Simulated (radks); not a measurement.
The selenium ion Se4+, 30 electrons, occupied as [Ar] 3d10 4s2.

Method: non-relativistic Kohn-Sham, TPSS, spin-polarised, spherical densities, point nucleus; meta-GGA in the generalised Kohn-Sham scheme; computed with a radial shooting solver on a logarithmic mesh with Libxc functionals.

Energy parts (hartree):
total: -2397.60895
kinetic: 2396.25735
electron-nucleus: -5676.99948
Hartree: 968.72866
exchange-correlation: -85.59548

Orbitals (lengths in bohr, moments of r in powers of bohr; r(max) is where P^2 peaks; r(90%) holds 90 % of the orbital's charge):
1s: occ. 2; eigenvalue (hartree) -454.7042; <r^4> 0.00001864; <1/r> 33.51; r(max) 0.02971; r(90%) 0.0800
2s: occ. 2; eigenvalue (hartree) -59.43896; <r^4> 0.003802; <1/r> 7.412; r(max) 0.1679; r(90%) 0.308
2p: occ. 6; eigenvalue (hartree) -53.50865; <r^4> 0.002656; <1/r> 7.382; r(max) 0.1332; r(90%) 0.281
3s: occ. 2; eigenvalue (hartree) -9.52514; <r^4> 0.2444; <1/r> 2.428; r(max) 0.5109; r(90%) 0.870
3p: occ. 6; eigenvalue (hartree) -7.47947; <r^4> 0.2880; <1/r> 2.312; r(max) 0.5039; r(90%) 0.906
3d: occ. 10; eigenvalue (hartree) -3.87777; <r^4> 0.4975; <1/r> 2.047; r(max) 0.4520; r(90%) 1.03
4s: occ. 2; eigenvalue (hartree) -2.22996; <r^4> 12.78; <1/r> 0.8205; r(max) 1.444; r(90%) 2.34

The highest occupied level is 4s at -60.680 eV. For comparison, the ionisation energy in NIST's Atomic Spectra Database is 68.3 eV (semi-empirical). In exact Kohn-Sham theory the highest level is minus the ionisation energy, but local and semilocal functionals leave it too shallow, through self-interaction and a potential that decays too fast; potentials with the right tail come closer. The density falls to 0.001 e/bohr^3 at r = 2.96 bohr.
